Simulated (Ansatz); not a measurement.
`[SiH3]N[SiH2][SiH2]Cl` → `[SiH3]N[SiH2]Cl` + `[SiH2]` at 500 K and 1 bar (silylene formation by 1,1-elimination).

Gas-phase electronic energies from Ansatz, PBE0-D4/def2-TZVP geometries. CCSD(T)/CBS adds triple-zeta CCSD(T) − MP2 to the extrapolated MP2 energy (def2 sets, frozen cores). This one scheme is used for every species. One conformer a species, not always the lowest.

```
                species  CCSD(T)/CBS energy (Eh)  H − E (kJ/mol)  S (J/(mol·K))
`[SiH3]N[SiH2][SiH2]Cl`              -1386.61761           266.1          498.9
      `[SiH3]N[SiH2]Cl`              -1096.34659           205.7          418.2
               `[SiH2]`               -290.19011            48.0          226.5
```

H − E and S are ideal-gas, rigid-rotor, harmonic terms from PBE0-D4/def2-TZVP, for one conformer and one mirror image of each species. 1 Eh = 2625.50 kJ/mol, R = 8.31446 J/(mol·K).

By hand: ΔE, ΔH, ΔS and ΔG.

ΔE = (-1096.34659) + (-290.19011) − (-1386.61761) = 0.08091 Eh = 212.4 kJ/mol. Δ(H − E) = 205.7 + 48.0 − 266.1 = -12.4, so ΔH = 200.0 kJ/mol. ΔS = 418.2 + 226.5 − 498.9 = 145.8 J/(mol·K). ΔG = 200.0 − 500 × (145.8)/1000 = 127.1 kJ/mol.

By hand: the equilibrium constant, and the temperature at which ΔG would vanish if ΔH and ΔS stayed fixed.

log₁₀ K = −ΔG/(RT ln 10) = -13.3. ΔG = 0 at ΔH/ΔS = 1372 K.

The number of gas molecules changes by +1, which sets the sign of ΔS. A doubt of 5 kJ/mol in ΔE shifts log₁₀ K by 0.5 here. Other conformers and mirror images would add mixing entropy, several J/(mol·K) or more a flexible species. Modes under 60 cm⁻¹, often nearly free rotors, make the harmonic entropy too high. These are equilibria of isolated gas molecules and say nothing of rates. Largest T1 diagnostic: 0.014 (customary marks: 0.02 for closed shells, 0.045 for open ones).
